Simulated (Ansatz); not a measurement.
# A rate constant, worked out

An elementary step of BH₅ClOF, closed shell (BH₂Cl ([BH2][Cl]) + H₂O + HF → BH₃O ([BH2][OH]) + HCl + HF; B–Cl, H–O, H–F broken or loosened, B–O, Cl–H, H–F formed or tightened). The start structure is the complex of the reactants, bound by 1.09 eV, and the electronic barrier above it is 0.626 eV by CCSD(T) at an estimated basis limit (MP2 extrapolated from triple and quadruple zeta, plus CCSD(T) − MP2 in triple zeta). Computed with Ansatz 0.2.0 (basis: def2-TZVPP and def2-QZVPP); correlated methods freeze the cores. Extrapolation: Hartree–Fock as exp(−7.88 √X), correlation as X^−2.97. Harmonic wavenumbers at PBE0-D4/def2-TZVP (Ansatz 0.2.0), in cm⁻¹:

Start: 112, 212, 240, 331, 415, 584, 661, 691, 734, 799, 889, 988, 1114, 1182, 1188, 1670, 2576, 2664, 3269, 3433, 3829.

Saddle: 740i, 141, 261, 383, 460, 571, 695, 776, 843, 887, 1013, 1100, 1143, 1153, 1240, 1418, 1593, 1962, 2597, 2698, 3868.

Question: Work out the transition-state-theory rate constant at 800 K from these numbers alone (harmonic vibrations; rotation, path degeneracy and anharmonicity left out), and the Wigner tunnelling factor. Use 1 cm⁻¹ = 1.2398 × 10⁻⁴ eV and k_B = 8.617 × 10⁻⁵ eV/K.

Answer: Zero-point energies, half the sums: start 27581/2 cm⁻¹ = 1.7098 eV; saddle, real modes only, 24802/2 cm⁻¹ = 1.5375 eV.
Barrier with zero-point energy: 0.626 + 1.5375 − 1.7098 = 0.4537 eV.
k_BT = 0.06894 eV, so the barrier is 6.58 k_BT.
Vibrational partition functions from the zero-point level, ln q = −Σ ln(1 − exp(−hν/k_BT)): start 7.943, saddle 6.189.
k = (k_BT/h) exp(ln q‡ − ln q) exp(−E0/k_BT), with log₁₀(k_BT/h in s⁻¹) = 13.22: log₁₀ k = 13.22 + (-1.754 − 6.58)/2.3026 = 9.60, so k ≈ 4 × 10^(9) s⁻¹.
Wigner factor: 1 + (hν‡/k_BT)²/24 = 1 + (1.33)²/24 = 1.07. A change of 1 kcal/mol (0.043 eV) in the barrier would change k by a factor of 1.9 at this temperature.

No T1 diagnostic of these runs exceeds 0.011.

Labels in which every atom is bracketed show which atoms are joined, not bond orders.

For scale, one of the runs: CCSD(T)/def2-TZVPP, 205 basis functions (an equivalent command: `ansatz run in.yaml --threads 4`). The run took 33 s on 4 CPU threads (shared host), with 2.8 GiB of host memory at its peak.
